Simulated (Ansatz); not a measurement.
Molecule: dichloro-bis(ethenyl)silane, C4H6Cl2Si, net charge 0, singlet state. 
Structure (B3LYP-D3(BJ)/def2-TZVP (Ansatz, a quantum-chemistry and plane-wave program) minimum search):
```xyz
13

C      2.2342    -1.5473     0.2595
C      1.7331    -0.4035    -0.2015
Si    -0.0326     0.1063     0.0022
Cl    -0.2512     1.1986     1.7431
Cl    -0.5048     1.3705    -1.5631
C     -1.2415    -1.2909     0.0629
C     -1.0421    -2.4738    -0.5141
H      1.6238    -2.2739     0.7834
H      3.2810    -1.8040     0.1386
H      2.3949     0.2904    -0.7126
H     -2.1763    -1.1151     0.5884
H     -1.7848    -3.2632    -0.4734
H     -0.1325    -2.7034    -1.0568
```

Basis-set convergence of Hartree-Fock and CCSD correlation energies (hartree) with Ansatz. Correlated levels leave the core frozen unless marked. Spin-orbit coupling is left out. No relativistic terms.

```csv
basis,functions,E(HF),"E(corr, CCSD)"
aug-cc-pV(D+d)Z,242,-1363.01758,-1.01596
aug-cc-pV(T+d)Z,487,…,…
```

Task: What belongs in the gaps?

Result: 
- aug-cc-pV(T+d)Z, E(HF): -1363.09613
- aug-cc-pV(T+d)Z, E(corr, CCSD): -1.22072
